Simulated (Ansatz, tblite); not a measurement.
Removing and adding an electron: Al12N12H30, a nanocrystal cut from wurtzite AlN (hydrogen-capped). Charge 0, multiplicity 1. Geometry: PBE-D4/def2-SVP. Ansatz, gas phase; energy differences of separate SCF runs; the oxidised species was run as a doublet alone; the reduced species was run as a doublet alone.

```xyz
54

Al   -0.563    3.341    1.460
N     1.428    3.494    1.542
Al   -2.703    1.465    0.621
N    -3.193    1.053   -1.236
N    -0.827    1.569    0.681
Al   -0.100    1.474   -1.092
Al    2.428    1.967    0.881
N     1.840    1.626   -0.919
Al   -2.311   -0.496   -2.062
N    -0.461   -0.262   -1.824
Al    0.185   -0.403   -3.662
Al    2.797    0.122   -1.643
N     2.158   -0.158   -3.456
N    -3.215   -0.177    1.570
Al   -0.123    0.197    1.823
N     1.818    0.416    1.843
Al   -2.335   -1.839    1.003
N    -2.856   -1.972   -0.887
N    -0.483   -1.516    1.038
Al    0.250   -1.668   -0.729
Al    2.775   -1.142    1.240
N     2.171   -1.352   -0.575
Al    0.140   -2.967    2.188
N     2.114   -2.660    2.254
H    -1.019    4.493    0.428
H    -1.040    3.366    2.999
H     1.710    4.344    1.030
H     1.698    3.692    2.519
H    -3.564    2.701    1.156
H    -2.885    1.875   -1.791
H    -4.217    1.032   -1.370
H    -0.677    2.649   -2.036
H     3.996    2.263    1.023
H     2.118    2.450   -1.481
H    -2.878   -0.730   -3.539
H    -0.294    0.862   -4.537
H     0.017   -1.909   -4.213
H     4.389    0.296   -1.667
H     2.452    0.630   -4.054
H     2.633   -0.975   -3.871
H    -4.240   -0.284    1.632
H    -2.919   -0.030    2.555
H    -0.719    0.303    3.318
H     2.084    0.560    2.833
H    -2.920   -3.080    1.824
H    -3.855   -2.206   -0.997
H    -2.362   -2.810   -1.250
H    -0.034   -3.122   -1.368
H     4.365   -1.050    1.405
H     2.635   -2.201   -0.944
H    -0.359   -2.750    3.705
H    -0.027   -4.392    1.452
H     2.395   -2.567    3.243
H     2.587   -3.522    1.941
```

The xTB rows come from tblite. Single mean-field runs in def2-SVP are fitted with def2-universal-jkfit.

| level | −HOMO (eV) | vertical IE (eV) | −LUMO (eV) | vertical EA (eV) | HOMO–LUMO gap (eV) | IE − EA (eV) | remarks |
| --- | --- | --- | --- | --- | --- | --- | --- |
| GFN1-xTB | 8.86 | 10.62 | 4.61 | 3.06 | 4.25 | 7.56 | – |
| GFN2-xTB | 10.05 | 11.60 | 5.27 | 3.54 | 4.78 | 8.06 | – |
| PBE-D4/def2-SVP | 6.00 | – | 0.98 | -0.37 | 5.02 | – | HOMO above zero (-1 doublet) |
| PBE0-D4/def2-SVP | 7.28 | 8.64 | 0.16 | -0.79 | 7.12 | 9.43 | HOMO above zero (-1 doublet) |

Run but left out: PBE-D4/def2-SVP (charge +1 doublet: an occupied level 0.09 eV above an empty one).   A HOMO above zero means that the electron is unbound at that level or that self-interaction error raises the level; the energy of removing that electron tells which. Raw xTB energy differences between charge states are shifted by several eV; the methods need an empirical correction for them. Sets without diffuse functions give affinities that are too small. A negative affinity means that the extra electron isn't bound; its size then hangs on the basis.
